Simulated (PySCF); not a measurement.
## Titanium: a sound run and one with changed settings

Sound run: Ti²⁺ [Ar] 3d2, Ti³⁺ [Ar] 3d1. Computed with PySCF 2.14 in cc-pVDZ-DK (6s5p3d1f, 43 functions), with scalar relativity by spin-free X2C-1e. The sound run starts from symmetry-adapted Hartree-Fock orbitals and uses a fine grid where one is needed.

Changed run: initial guess sap, at most 50 SCF cycles, level shift 0.5 hartree.

```tsv
species	method	sound run (hartree)	changed run (hartree)	converged
Ti²⁺	UHF	-852.06411	-851.88696	yes
Ti²⁺	B3LYP	-852.97425	-852.97425	yes
Ti²⁺	PBE0	-852.76570	-852.76570	yes
Ti³⁺	UHF	-851.07486	-851.07486	yes
Ti³⁺	B3LYP	-851.92922	-851.92922	yes
Ti³⁺	PBE0	-851.72671	-851.72671	yes
```

Ionisation energy of Ti²⁺:

| method | sound run (eV) | changed run (eV) |
| --- | --- | --- |
| B3LYP | 28.437 | 28.437 |
| PBE0 | 28.272 | 28.272 |

The plain start fixes occupations by D2h representation alone, and Ti²⁺ at UHF landed in another state (other ⟨L²⟩ or ⟨S²⟩). A level shift slows the SCF but leaves a converged energy unchanged.

For comparison, NIST gives 27.492 eV between the lowest levels.
